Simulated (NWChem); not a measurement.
System: C$_{2}$F$_{5}$ cation

NWChem printed, in part:

```
             Northwest Computational Chemistry Package (NWChem) 7.3.0
             --------------------------------------------------------

                             Geometry "geometry" -> ""
                             -------------------------

 Output coordinates in angstroms (scale by  1.889725989 to convert to a.u.)

  No.       Tag          Charge          X              Y              Z
 ---- ---------------- ---------- -------------- -------------- --------------
    1 F                    9.0000    -0.14093100    -1.51879600    -1.05210400
    2 C                    6.0000    -0.10395800    -0.88273100     0.00000000
    3 F                    9.0000    -0.14093100    -1.51879600     1.05210400
    4 C                    6.0000     0.04020100     0.69067200     0.00000000
    5 F                    9.0000     1.33288300     0.89451700     0.00000000
    6 F                    9.0000    -0.52517600     1.13522600     1.08035800
    7 F                    9.0000    -0.52517600     1.13522600    -1.08035800

 Effective nuclear repulsion energy (a.u.)     349.9876083426

                              NWChem Property Module
                              ----------------------

                                 NWChem DFT Module
                                 -----------------

 Summary of "ao basis" -> "ao basis" (spherical)
 ------------------------------------------------------------------------------
       Tag                 Description            Shells   Functions and Types
 ---------------- ------------------------------  ------  ---------------------
 F                           6-31g*                  6       14   3s2p1d
 C                           6-31g*                  6       14   3s2p1d

            General Information
            -------------------
          SCF calculation type: DFT
          Wavefunction type:  closed shell.
          No. of atoms     :     7
          No. of electrons :    56
           Alpha electrons :    28
            Beta electrons :    28
          Charge           :     1
          Spin multiplicity:     1
          Use of symmetry is: off; symmetry adaption is: off
          Maximum number of iterations: 150
          AO basis - number of functions:    98
                     number of shells:    42
          Convergence on energy requested:  1.00D-06
          Convergence on density requested:  1.00D-05
          Convergence on gradient requested:  5.00D-04

              XC Information
              --------------
                         B3LYP Method XC Potential
                     Hartree-Fock (Exact) Exchange  0.200
                        Slater Exchange Functional  0.800 local
                    Becke 1988 Exchange Functional  0.720 non-local
              Lee-Yang-Parr Correlation Functional  0.810
                  VWN I RPA Correlation Functional  0.190 local

             Grid Information
             ----------------
          Grid used for XC integration:  medium
          Radial quadrature: Mura-Knowles
          Angular quadrature: Lebedev.
          Tag              B.-S. Rad. Rad. Pts. Rad. Cut. Ang. Pts.
          ---              ---------- --------- --------- ---------
          F                   0.50       49           8.0       434
          C                   0.70       49           6.0       434
          Grid pruning is: on
          Number of quadrature shells:   343
          Spatial weights used:  Erf1

      Superposition of Atomic Density Guess
      -------------------------------------

 Sum of atomic energies:        -572.18216841

 Renormalizing density from      57.00 to     56

      Non-variational initial energy
      ------------------------------

 Total energy =    -568.279365
 1-e energy   =   -1468.671187
 2-e energy   =     550.404214
 HOMO         =      -0.737620
 LUMO         =      -0.299406

   convergence    iter        energy       DeltaE   RMS-Dens  Diis-err
 ---------------- ----- ----------------- --------- --------- ---------
 d= 0,ls=0.0,diis     1   -574.6554786644 -9.25D+02  2.40D-02  3.62D+00
 d= 0,ls=0.0,diis     2   -573.9581273022  6.97D-01  1.47D-02  1.29D+01
 d= 0,ls=0.0,diis     3   -574.9992631600 -1.04D+00  1.14D-03  2.03D-02
 d= 0,ls=0.0,diis     4   -574.9994195732 -1.56D-04  6.55D-04  1.98D-02
 d= 0,ls=0.0,diis     5   -575.0009507323 -1.53D-03  1.35D-04  7.85D-04
  Resetting Diis
 d= 0,ls=0.0,diis     6   -575.0010115526 -6.08D-05  2.76D-05  1.79D-05
 d= 0,ls=0.0,diis     7   -575.0010128243 -1.27D-06  2.19D-05  4.50D-06
 d= 0,ls=0.0,diis     8   -575.0010123161  5.08D-07  1.35D-05  1.09D-05
 d= 0,ls=0.0,diis     9   -575.0010131910 -8.75D-07  9.93D-07  3.30D-08

         Total DFT energy =     -575.001013190958
      One electron energy =    -1478.360431393987
           Coulomb energy =      616.226543328752
    Exchange-Corr. energy =      -62.854733468314
 Nuclear repulsion energy =      349.987608342591

 Numeric. integr. density =       55.999999349990

                       DFT Final Molecular Orbital Analysis
                       ------------------------------------

 Vector   26  Occ=2.000000D+00  E=-6.837756D-01
              MO Center= -2.8D-01,  1.0D+00,  1.6D-08, r^2= 2.0D+00
   Bfn.  Coefficient  Atom+Function         Bfn.  Coefficient  Atom+Function
  ----- ------------  ---------------      ----- ------------  ---------------
    74      0.341092  6 F  py                88     -0.341092  7 F  py
    75     -0.284283  6 F  pz                89     -0.284283  7 F  pz
    61     -0.243067  5 F  pz                78      0.225975  6 F  py
    92     -0.225975  7 F  py                79     -0.183899  6 F  pz
    93     -0.183899  7 F  pz                65     -0.151145  5 F  pz

 Vector   27  Occ=2.000000D+00  E=-6.563481D-01
              MO Center=  7.7D-02,  1.0D+00,  5.3D-09, r^2= 2.0D+00
   Bfn.  Coefficient  Atom+Function         Bfn.  Coefficient  Atom+Function
  ----- ------------  ---------------      ----- ------------  ---------------
    61      0.405100  5 F  pz                73     -0.352420  6 F  px
    87      0.352420  7 F  px                65      0.269188  5 F  pz
    77     -0.232356  6 F  px                91      0.232356  7 F  px
    75     -0.210375  6 F  pz                89     -0.210375  7 F  pz
    79     -0.139275  6 F  pz                93     -0.139275  7 F  pz

 Vector   28  Occ=2.000000D+00  E=-6.557829D-01
              MO Center=  8.3D-02,  4.3D-01, -2.6D-09, r^2= 2.5D+00
   Bfn.  Coefficient  Atom+Function         Bfn.  Coefficient  Atom+Function
  ----- ------------  ---------------      ----- ------------  ---------------
    60      0.337588  5 F  py                18      0.309447  2 C  py
    74      0.307212  6 F  py                88      0.307212  7 F  py
    20      0.266180  2 C  s                 64      0.222088  5 F  py
    78      0.205362  6 F  py                92      0.205362  7 F  py
    16      0.187508  2 C  s                  4     -0.186470  1 F  py

 Vector   29  Occ=0.000000D+00  E=-4.041751D-01
              MO Center= -9.1D-02, -9.0D-01,  8.1D-10, r^2= 1.4D+00
   Bfn.  Coefficient  Atom+Function         Bfn.  Coefficient  Atom+Function
  ----- ------------  ---------------      ----- ------------  ---------------
    17      0.669077  2 C  px                21      0.377729  2 C  px
     3     -0.300801  1 F  px                31     -0.300801  3 F  px
     7     -0.242741  1 F  px                35     -0.242741  3 F  px
    60      0.136826  5 F  py                49      0.111333  4 C  px
    62     -0.097145  5 F  s                 64      0.093049  5 F  py

 Vector   30  Occ=0.000000D+00  E=-1.706830D-01
              MO Center= -6.5D-02, -5.7D-01, -3.0D-09, r^2= 1.9D+00
   Bfn.  Coefficient  Atom+Function         Bfn.  Coefficient  Atom+Function
  ----- ------------  ---------------      ----- ------------  ---------------
    20      1.814928  2 C  s                 48     -0.625916  4 C  s
     6     -0.552650  1 F  s                 34     -0.552650  3 F  s
    46      0.521324  4 C  py                50      0.511299  4 C  py
     9     -0.306548  1 F  pz                37      0.306548  3 F  pz
    16      0.226129  2 C  s                  5     -0.214182  1 F  pz

 Vector   31  Occ=0.000000D+00  E=-1.278729D-01
              MO Center= -2.6D-02, -1.2D-01,  1.8D-10, r^2= 2.1D+00
   Bfn.  Coefficient  Atom+Function         Bfn.  Coefficient  Atom+Function
  ----- ------------  ---------------      ----- ------------  ---------------
    23      0.734946  2 C  pz                51      0.500633  4 C  pz
     6      0.446640  1 F  s                 34     -0.446640  3 F  s
    19      0.403343  2 C  pz                47      0.392178  4 C  pz
    76     -0.331145  6 F  s                 90      0.331145  7 F  s
     8      0.217192  1 F  py                36     -0.217192  3 F  py

     Multipole analysis of the density
     ---------------------------------

     L   x y z        total         alpha         beta         nuclear
     -   - - -        -----         -----         ----         -------
     0   0 0 0      1.000000    -28.000000    -28.000000     57.000000

[...]

 DFT Linear Response polarizability / au
 Frequency  =       0.0773000 / au
 Wavelength =     589.4353558 / nm
              X              Y              Z
 -----------------------------------------------
 X      18.8371869      1.0231681      0.0000000
 Y       1.0231380     24.4266828     -0.0000000
 Z       0.0000000     -0.0000000     23.7428015
 -----------------------------------------------
 Eigenvalues =      18.6557815     24.6080883     23.7428015
 Isotropic   =      22.3355571
 Anisotropic =       5.5702985
 -----------------------------------------------

 Magnetic Dipole Response Matrix (nonzero elements):

 Exiting AOResponse driver routine
```

Level: B3LYP/6-31G* (spherical d). Coordinates come from a PBE0/def2-SVP optimisation. B3LYP is NWChem's, with the RPA form of VWN correlation.

Question: Reconstruct the input file.

Answer: This is not unique; one that fits is the input that was run:
```
start job
memory heap 200 mb stack 900 mb global 1100 mb
charge 1
geometry units angstroms noautosym nocenter noautoz
  F     -0.140931    -1.518796    -1.052104
  C     -0.103958    -0.882731     0.000000
  F     -0.140931    -1.518796     1.052104
  C      0.040201     0.690672     0.000000
  F      1.332883     0.894517     0.000000
  F     -0.525176     1.135226     1.080358
  F     -0.525176     1.135226    -1.080358
end
basis spherical
  * library 6-31g*
end
dft
  xc b3lyp
  iterations 150
end
property
  response 1 0.0773
end
task dft property
```
